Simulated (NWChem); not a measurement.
ZrCl$_{3}$ cation; SMILES [Cl][Zr+]([Cl])[Cl]

```xyz
4

Zr     0.0000     0.0000     0.3625
Cl     1.9597    -0.8218    -0.4056
Cl    -1.6916    -1.2862    -0.4056
Cl    -0.2681     2.1081    -0.4056
```
Atoms are numbered in this order, from 1.

Level: PBE0/def2-SVP with def2 effective core potentials on Zr (NWChem), optimised geometry, unscaled harmonic frequencies. The spin multiplicity was typed, not searched, and may not be the lowest. def2 effective core potentials on Zr; no spin-orbit coupling.

Q: List the harmonic frequencies with IR intensities, and the thermochemistry.

A: 
```tsv
frequency (cm⁻¹)	IR intensity (km/mol)
90	14.6
111	1.4
111	1.4
445	10.0
480	112.2
480	112.2
```

| Item | Value |
|---|---|
| zero-point energy | 2.5 kcal/mol |
| thermal correction to the enthalpy at 298.15 K (with zero-point energy) | 6.7 kcal/mol |
| heat capacity Cv | 15.8 cal/(mol K) |
| entropy at 298.15 K and 1 atm (symmetry number 3) | 80.7 cal/(mol K) |

Rigid rotor and harmonic oscillator; modes under 100 cm⁻¹ make the entropy uncertain.
